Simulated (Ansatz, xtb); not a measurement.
## F3GeH3OSi: 7 structures ranked

7 gas-phase structures of F3GeH3OSi, from a drawn sample of its isomers (lower ones may exist). Each was relaxed with GFN2-xTB; where two conformers were screened, the lower at r2SCAN-D4/def2-SVP is listed:

A. `[F][Ge]([F])([F])[O][SiH3]`, a singlet
B. `F[Si](F)(F)[O][GeH3]`, a singlet
C. `[OH][Ge@H]([F])[SiH](F)F`, a singlet
D. `O[Si@H](F)[GeH]([F])[F]`, a singlet
E. `O[Si](F)(F)[GeH2][F]`, a singlet
F. `F[SiH2][O][GeH]([F])[F]`, a singlet
G. `[F][GeH2][O][SiH](F)F`, a singlet

Q: Estimate their order in r2SCAN-D4/def2-SVP energy at these geometries, lowest first.

A: Calculated order at r2SCAN-D4/def2-SVP: B (0.0), G (16.7), E (31.9), F (36.6), C (51.3), D (52.9), A (58.4) kcal/mol.

Energies above the lowest of each column, in kcal/mol; the last columns are at PBE0-D4/def2-SVP geometries and were run for some of them only (a dash: not run or not comparable):

```json
{"structure": "B", "GFN2-xTB": "1.6", "HF/STO-3G": "0.0", "r2SCAN-D4/def2-SVP": "0.0", "PBE0-D4/def2-SVP": "0.0", "CCSD(T)/def2-SVP + ΔMP2/def2-TZVPP": "0.0"}
{"structure": "G", "GFN2-xTB": "0.0", "HF/STO-3G": "14.2", "r2SCAN-D4/def2-SVP": "16.7", "PBE0-D4/def2-SVP": "15.3", "CCSD(T)/def2-SVP + ΔMP2/def2-TZVPP": "18.8"}
{"structure": "E", "GFN2-xTB": "17.8", "HF/STO-3G": "29.3", "r2SCAN-D4/def2-SVP": "31.9", "PBE0-D4/def2-SVP": "–", "CCSD(T)/def2-SVP + ΔMP2/def2-TZVPP": "–"}
{"structure": "F", "GFN2-xTB": "10.2", "HF/STO-3G": "22.4", "r2SCAN-D4/def2-SVP": "36.6", "PBE0-D4/def2-SVP": "–", "CCSD(T)/def2-SVP + ΔMP2/def2-TZVPP": "–"}
{"structure": "C", "GFN2-xTB": "22.7", "HF/STO-3G": "43.0", "r2SCAN-D4/def2-SVP": "51.3", "PBE0-D4/def2-SVP": "–", "CCSD(T)/def2-SVP + ΔMP2/def2-TZVPP": "–"}
{"structure": "D", "GFN2-xTB": "18.1", "HF/STO-3G": "54.5", "r2SCAN-D4/def2-SVP": "52.9", "PBE0-D4/def2-SVP": "–", "CCSD(T)/def2-SVP + ΔMP2/def2-TZVPP": "–"}
{"structure": "A", "GFN2-xTB": "34.2", "HF/STO-3G": "27.9", "r2SCAN-D4/def2-SVP": "58.4", "PBE0-D4/def2-SVP": "55.4", "CCSD(T)/def2-SVP + ΔMP2/def2-TZVPP": "63.0"}
```

CCSD(T)/def2-SVP + ΔMP2/def2-TZVPP puts B lowest of those it was run on; GFN2-xTB picks G. Flexible structures stand in one conformer each, not always the lowest. Frequencies (GFN2-xTB) were run for A, B, G alone. The ΔMP2 step shifts differences by up to 10.4 kcal/mol, which makes them less sure. ΔMP2 is the change of the MP2 energy from the smaller to the larger basis.

Over these structures GFN2-xTB departs from r2SCAN-D4/def2-SVP by 9.2 kcal/mol on average once a common shift is removed. A GFN2-xTB relaxation took about 0.079 s and the r2SCAN-D4/def2-SVP energy about 1.2 s on a shared host (Ansatz 0.2.0, xtb 6.7.1).
